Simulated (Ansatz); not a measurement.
Results of the Gaussian-basis code of Ansatz.

A structure relaxed at PBE0-D4/def2-TZVP, charge 0, multiplicity 1:

| atom | x (Å) | y (Å) | z (Å) |
| --- | --- | --- | --- |
| C1 | 0.280 | 0.712 | 1.314 |
| As2 | -0.845 | -0.744 | 0.569 |
| Al3 | 0.133 | -0.921 | -1.641 |
| H4 | -0.145 | 1.016 | 2.270 |
| H5 | 1.277 | 0.307 | 1.489 |
| H6 | 0.356 | 1.577 | 0.659 |
| H7 | -1.987 | 0.118 | 0.043 |
| H8 | -0.747 | -1.456 | -2.849 |
| H9 | 1.679 | -0.610 | -1.852 |

(1) Give its formula and SMILES.

(2) Summarise the bond lengths by kind.

Answers

(1) CH6AlAs, `C[AsH][AlH2]`.

(2) 1 × As–C 1.985 Å; 3 × C–H 1.088 to 1.090 Å; 1 × Al–As 2.423 Å; 1 × As–H 1.524 Å; 2 × Al–H 1.588 to 1.590 Å.
